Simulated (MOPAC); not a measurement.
Job for MOPAC: PM3 on NH (SMILES [NH]), 2S+1 = 3, a spin state set in the input, which need not be the lowest.

```
PM3 1SCF PRECISE CHARGE=0 UHF MS=1 THREADS=1
HN

N     -0.00000000 1    -0.00000000 1    -0.13023546 1
H      0.00000000 1     0.00000000 1     0.91164824 1
```

It printed:

```
*******************************************************************************
 **                                                                           **
 **                              MOPAC v23.2.5                                **
 **                                                                           **
 *******************************************************************************
 ** MOPAC's Digital Object Identifier: https://doi.org/10.5281/zenodo.6511958 **
 **                                                                           **
 ** Please cite the open-source release paper for use of this MOPAC version:  **
 ** J. E. Moussa and J. J. P. Stewart (2026)                                  **
 ** MOPAC: An open-source semiempirical molecular orbital program             **
 ** J. Open Source Softw., 11(119), 8025, https://doi.org/10.21105/joss.08025 **
 *******************************************************************************

                              PM3 CALCULATION RESULTS

 *******************************************************************************
 *  PM3        - The PM3 Hamiltonian to be used
 *  UHF        - UNRESTRICTED HARTREE-FOCK CALCULATION
 *
 *
 *
 *                 CHARGE ON SYSTEM = 0
 *
 *
 *
 *  MS=        - IN MECI, MAGNETIC COMPONENT OF SPIN =  1.0
 *  PRECISE    - TIGHTER CRITERIA TO BE USED
 *  1SCF       - DO 1 SCF AND THEN STOP
 *  THREADS=1  - MULTI-THREADING NOT USED
 *  T=         - A TIME OF 172800.0 SECONDS REQUESTED
 *  DUMP=N     - RESTART FILE WRITTEN EVERY 7200.0 SECONDS REQUESTED
 *******************************************************************************
PM3 1SCF PRECISE CHARGE=0 UHF MS=1 THREADS=1
 HN

   ATOM   CHEMICAL          X               Y               Z
  NUMBER   SYMBOL      (ANGSTROMS)     (ANGSTROMS)     (ANGSTROMS)

     1       N         -0.00000000  *  -0.00000000  *  -0.13023546  *
     2       H          0.00000000  *   0.00000000  *   0.91164824  *



          CARTESIAN COORDINATES

    NO.       ATOM           X           Y           Z

     1         N         -0.0000     -0.0000     -0.1302
     2         H          0.0000      0.0000      0.9116

  H: (PM3): J. J. P. STEWART, J. COMP. CHEM. 10, 209 (1989).
  N: (PM3): J. J. P. STEWART, J. COMP. CHEM. 10, 209 (1989).

           Empirical Formula: H N  =     2 atoms



      MOLECULAR POINT GROUP   :   C*v


          UHF CALCULATION, NO. OF ALPHA ELECTRONS =    4
                           NO. OF BETA  ELECTRONS =    2

 -------------------------------------------------------------------------------
 PM3 1SCF PRECISE CHARGE=0 UHF MS=1 THREADS=1
 HN



     1SCF WAS SPECIFIED, SO BFGS WAS NOT USED
     SCF FIELD WAS ACHIEVED


                              PM3 CALCULATION
                                                       MOPAC v23.2.5 Linux




          FINAL HEAT OF FORMATION =         75.47345 KCAL/MOL =     315.78091 KJ/MOL


          COSMO AREA              =         44.28 SQUARE ANGSTROMS
          COSMO VOLUME            =         27.33 CUBIC ANGSTROMS

          IONIZATION POTENTIAL    =         11.808568 EV
          ALPHA SOMO LUMO (EV)    =        -12.281  3.228
          BETA  SOMO LUMO (EV)    =        -11.809 -0.016
          NO. OF ALPHA ELECTRONS  =          4
          NO. OF BETA  ELECTRONS  =          2
          MOLECULAR WEIGHT        =         15.0146         POINT GROUP:  C*v

          MOLECULAR DIMENSIONS (Angstroms)

            Atom       Atom       Distance
            H     2    N     1     1.04188
            H     2    N     1     0.00000
            N     1    H     2     0.00000


          SCF CALCULATIONS        =          1





   ATOM   CHEMICAL          X               Y               Z
  NUMBER   SYMBOL      (ANGSTROMS)     (ANGSTROMS)     (ANGSTROMS)

     1       N         -0.00000000  *  -0.00000000  *  -0.13023546  *
     2       H          0.00000000  *   0.00000000  *   0.91164824  *

                             CARTESIAN COORDINATES

   1    N       -0.000000000    -0.000000000    -0.130235460
   2    H        0.000000000     0.000000000     0.911648240


           Empirical Formula: H N  =     2 atoms



      MOLECULAR POINT GROUP   :   C*v


          ALPHA EIGENVALUES
 -23.39002 -13.08795 -12.28110 -12.28110   3.22844


           BETA EIGENVALUES
 -22.00453 -11.80857  -0.01610  -0.01610   3.67846


              NET ATOMIC CHARGES AND DIPOLE CONTRIBUTIONS

  ATOM NO.   TYPE          CHARGE      No. of ELECS.   s-Pop       p-Pop
    1          N          -0.069244        5.0692     1.81987     3.24937
    2          H           0.069244        0.9308     0.93076
 DIPOLE           X         Y         Z       TOTAL
 POINT-CHG.     0.000     0.000     0.347     0.347
 HYBRID        -0.000    -0.000     1.229     1.229
 SUM           -0.000    -0.000     1.576     1.576


          ATOMIC ORBITAL ELECTRON POPULATIONS

     Atom    s        px        py        pz
    1  N   1.81987   1.00000   1.00000   1.24937
    2  H   0.93076


                    (SZ)    =    1.000000
                    (S**2)  =    2.003291


          ATOMIC ORBITAL SPIN POPULATIONS

    Atom   Total    s     px     py     pz
         Atomic
    1  N  2.0568  0.015  1.000  1.000  0.042
    2  H -0.0568 -0.057

 **********************
 *                    *
 * JOB ENDED NORMALLY *
 *                    *
 **********************




 == MOPAC DONE ==
```

The run finished.

Cost: very roughly 0.020 core-seconds.
